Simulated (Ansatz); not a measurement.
Consider the alkene loss: `CCO[Si](C)(C)C` → `C[Si](C)(C)O` + `C=C`.

Calculated with Ansatz (gas phase, PBE0-D4/def2-TZVP geometries, no zero-point term in ΔE). CCSD(T)/CBS adds triple-zeta CCSD(T) − MP2 to the extrapolated MP2 energy (def2 sets, frozen cores). This one scheme is used for every species. One conformer a species, not always the lowest.

| species | SCS-MP2/def2-TZVPP energy (Eh) |
| --- | --- |
| `CCO[Si](C)(C)C` | -562.74484 |
| `C[Si](C)(C)O` | -484.31420 |
| `C=C` | -78.40613 |

(1) Work out ΔE.

Largest T1 diagnostic among the species: 0.011.

Answers

(1) ΔE = (-484.31420) + (-78.40613) − (-562.74484) = 0.02451 Eh = +64.4 kJ/mol. CCSD(T)/CBS gives +64.2 kJ/mol.

The D4 term adds +16.3 kJ/mol with B3LYP and +9.6 kJ/mol with PBE0; it sums over pairs of atoms, weighted by their polarisabilities, and B3LYP, whose exchange is more repulsive, gets the larger term. From BLYP to BHLYP (50 % exact exchange), in def2-TZVPP and without D4, ΔE moves by +27.4 kJ/mol. In def2-TZVPP, CCSD(T) changes the Hartree–Fock value by +17.0 kJ/mol (the triples alone add +0.6 kJ/mol) and MP2 by +22.5 kJ/mol.

B3LYP here is the variant with VWN-RPA as its local correlation; programs differ in this.
